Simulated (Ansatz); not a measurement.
Species: C3H9BN (charge 0, doublet). SMILES: [CH2]NB(C)C
Geometry: optimised at B3LYP-D3(BJ)/def2-TZVP (Ansatz, a program for electronic structure).

Quantity: atomisation energy, in kcal/mol. Terms: dispersion terms only where a functional's name holds one; LANL2DZ all-electron up to Ne; non-relativistic; valence correlation only; 6-31G* and kin with 6d, 5d where marked; UHF or UKS for open shells; 6-311+G** with 5d; atomisation electronic, to ground-state atoms; no spin-orbit coupling. CBS marks a two-point X^-3 extrapolation of the correlation energy; Hartree-Fock from the larger set. First-principles rows: single points at B3LYP-D3(BJ) geometries (Ansatz).

Coupled cluster (Ansatz) is a level with limits of its own, used here on species with T1 under 0.025 (0.045 for open shells) and stable references: CCSD(T)/CBS(cc-pVTZ,cc-pVQZ).

Value to compare with, CCSD(T)/CBS(cc-pVTZ,cc-pVQZ) (Ansatz): 1293.8 kcal/mol.

```tsv
level	program	atomisation energy (kcal/mol)	difference
B3LYP/STO-3G	Ansatz	1544.1	250.3
B3LYP/3-21G	Ansatz	1285.2	-8.6
B3LYP/LANL2DZ	Ansatz	1268.4	-25.4
B3LYP/6-31G	Ansatz	1275.8	-18.0
B3LYP/6-31G*	Ansatz	1295.7	1.9
B3LYP/6-31+G*	Ansatz	1287.9	-5.9
B3LYP/6-31G**	Ansatz	1306.2	12.4
B3LYP/def2-SVP	Ansatz	1305.7	11.9
B3LYP/cc-pVDZ	Ansatz	1279.2	-14.6
B3LYP/6-311+G**	Ansatz	1291.6	-2.2
B3LYP/def2-TZVPD	Ansatz	1297.1	3.3
```

Among the 10 habitual levels, B3LYP/STO-3G lies farthest from CCSD(T)/CBS(cc-pVTZ,cc-pVQZ) (Ansatz) (250.3 kcal/mol); 4 of 10 lie above it, and their mean absolute difference is 35.1 kcal/mol, the median 12.2. One case shows no general order.

The sets are all those run for this method; left out are runs that failed, that the program found above a lower state of the same kind, or whose <S^2> lies over 0.5 above the pure value.
